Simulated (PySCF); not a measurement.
**Question.** Give a PBE0-D3(BJ)/def2-SVP geometry of `C#C/C=C(\F)C#C`.

**Answer.** 
```
atom  x, y, z in Å
C1     3.0456    0.3643   -0.0655
C2     1.8614    0.2678   -0.3163
C3     0.4929    0.1631   -0.6522
C4    -0.4772   -0.1537    0.2315
F5    -0.1816   -0.3866    1.5052
C6    -1.8561   -0.2632   -0.0937
C7    -3.0349   -0.3594   -0.3623
H8     4.0914    0.4448    0.1670
H9     0.1879    0.3467   -1.6859
H10   -4.0794   -0.4446   -0.6023
```

Any rigid rotation of these coordinates is as good. Atoms count from 1 in this order. The C–C distances run from 1.213 Å (C6≡C7, drawn triple) to 1.421 Å (C4–C6, drawn single), a spread of 0.208 Å. The 7 heavy atoms lie in one plane (0.001 Å rms).

Bonds between heavy atoms (Å): C1≡C2 1.214, C2–C3 1.413, C3=C4 1.350, C4–F5 1.328, C4–C6 1.421, C6≡C7 1.213.

Method: PBE0-D3(BJ)/def2-SVP geometry optimisation, gas phase in PySCF 2.14.0.

Point group: Cs (every atom within 0.08 Å of its image). No PBE0-D3(BJ)/def2-SVP frequencies stand behind this structure, so it isn't proved a minimum.
